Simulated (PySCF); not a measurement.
Ge(All)(H)3 (C₃H₈Ge), SMILES C=C[CH2][GeH3].

Geometry optimised at B3LYP-D3(BJ)/def2-SVP. Other conformers were not sampled.

These are TDA-PBE/def2-SVPD (PySCF) values and carry that method's errors.

Vertical excitations. Isolated molecule, no solvent.

| state | energy (eV) | λ (nm) | f | main pairs |
|---|---|---|---|---|
| S1 | 5.84 | 212 | 0.016 | HOMO→LUMO+1 97 % |
| S2 | 6.24 | 199 | 0.220 | HOMO→LUMO+2 71 %, HOMO→LUMO 24 % |
| S3 | 6.56 | 189 | 0.267 | HOMO→LUMO 43 %, HOMO→LUMO+2 23 %, HOMO→LUMO+4 13 %, HOMO−3→LUMO 8 % |
| S4 | 6.80 | 182 | 0.003 | HOMO→LUMO+3 98 % |
| S5 | 6.97 | 178 | 0.027 | HOMO→LUMO+4 77 % |
| S6 | 7.03 | 176 | 0.019 | HOMO→LUMO+5 95 % |
| S7 | 7.05 | 176 | 0.005 | HOMO−1→LUMO 89 % |
| S8 | 7.15 | 173 | 0.002 | HOMO−2→LUMO 44 %, HOMO→LUMO+6 43 % |
| S9 | 7.17 | 173 | 0.056 | HOMO−2→LUMO 52 %, HOMO→LUMO+6 35 % |
| S10 | 7.50 | 165 | 0.011 | HOMO→LUMO+7 81 %, HOMO−3→LUMO 18 % |
| T1 | 4.21 | 294 | 0 | HOMO→LUMO 96 % |
| T2 | 5.73 | 216 | 0 | HOMO→LUMO+1 99 % |
| T3 | 6.06 | 205 | 0 | HOMO→LUMO+2 97 % |
| T4 | 6.69 | 185 | 0 | HOMO→LUMO+3 88 % |
Triplets are in the Tamm–Dancoff approximation.
